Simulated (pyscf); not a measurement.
PySCF, gas phase, ωB97X-D3(BJ)/def2-SVP geometries. MP2 and CC: frozen core, UHF for open shells. ΔMP2 is the change of the MP2 total energy from the triple- to the quadruple-zeta basis.

SMILES: [O](B)[GeH3]
```xyz
8

B     -0.4431    -1.0295    -0.1587
O     -0.0302    -0.2906    -1.2061
Ge    -0.0618     1.5075    -1.3468
H     -0.8993    -0.4937     0.8380
H     -0.3450    -2.2363    -0.2373
H     -0.6499     2.0784    -0.0499
H      1.3908     1.9413    -1.5639
H     -0.9338     1.8221    -2.5658
```

Problem. How much does it cost (ΔH, 298 K, CCSD(T)/def2-TZVPP + ΔMP2(QZVPP)) to split H₂B–O–GeH₃ at its B–O bond into BH₂• + •O–GeH₃?

Solution. B–O to BH₂• + •O–GeH₃: 635.0 kJ/mol. The radicals are drawn with the spin at the cut bond; how far it spreads was not checked. •O–GeH₃ lies 138.3 kJ/mol over its isomer HO–GeH₂• (electronic energy, ωB97M-D3(BJ)). The CCSD(T) − MP2 part came from Ansatz, without density fitting, on the same reference. The frozen core leaves the outer d or s,p core shells of the metals and heavy elements correlated in the MP2 and CC values, and def2-TZVPP describes them poorly, which can shift differences by a few kcal/mol. Elements up to Kr have no core potential and no relativistic terms here.
